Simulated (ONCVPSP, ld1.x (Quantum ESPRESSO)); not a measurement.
Potentials for sulfur (S) compared

Generated with ld1.x 7.5 (TM, RRKJ, ultrasoft, PAW), atompaw 4.2 or ONCVPSP 4.0.1. The cutoff is in Ry: for ld1.x and atompaw files where the sum of valence levels is converged to 10 mRy in a Bessel basis, for ONCV files where the hardest occupied wave has 1 mHa per electron of residual kinetic energy. The error is the largest all-electron minus pseudo excitation energy over each file’s own four to seven test configurations (ionisations up to +4, promotions, holes and added fractions of an electron), all of which were solved. The labels leave out finer settings (local radius, basis sizes, second energies), which also bear on the numbers. Spin-polarised tests are not counted. The rows are a selection from randomly drawn settings: files with unsolved tests, undetermined cutoffs or missed reference levels are left out.

A true bound ghost makes a file unfit for plane-wave use even where its test errors are small: the radial tests pick states by their node count and pass the ghost by.

| potential | cutoff (Ry) | largest error (meV) | bound ghosts |
| --- | --- | --- | --- |
| ONCV, PBE, scalar-relativistic, rc 0.40/0.80 (sp), local smoothed, core correction no, reference 2s2 2p6 3s2 3p4, qcut 32.3/18, projectors 3/2 | 566 | +7.3 | s |
| ONCV, BLYP, scalar-relativistic, rc 0.85/0.70/0.80 (spd), local smoothed, core correction yes, reference 2s2 2p6 3s2 3p4, qcut 16.2/20.3/10, projectors 2/2/2 | 326 | +356 | none |
| ONCV, LDA (Perdew-Wang 92), scalar-relativistic, rc 1.00/1.10/0.90 (spd), local smoothed, core correction no, reference 3s2 3p3, qcut 6.5/8.1/12.3, projectors 1/2/2 | 361 | +145 | s, p |
| ONCV, PBE, scalar-relativistic, rc 1.25/1.30/1.40 (spd), local s, core correction yes, reference 3s1 3p5, qcut 5/7.6/6.4, projectors 0/2/3 | 25 | +6.5 | none |
| ONCV, PBE, scalar-relativistic, rc 0.85/0.60 (sp), local smoothed, core correction yes, reference 2s2 2p6 3s2 3p4, qcut 13.5/17.8, projectors 2/2 | 524 | +9.3 | none |
| TM, LDA (PZ), non-relativistic, rc 1.05/1.70/1.40 (spd), local d, core correction no, reference 3s1.5 3p4.5 | 70 | +72 | none |

**Question.** Fill in the row for S: TM, PBE, non-relativistic, rc 1.30/1.50 (sp), local s, core correction yes, reference 3s2 3p4.

**Answer.** cutoff 40 Ry, largest error +207 meV, bound ghosts: none.
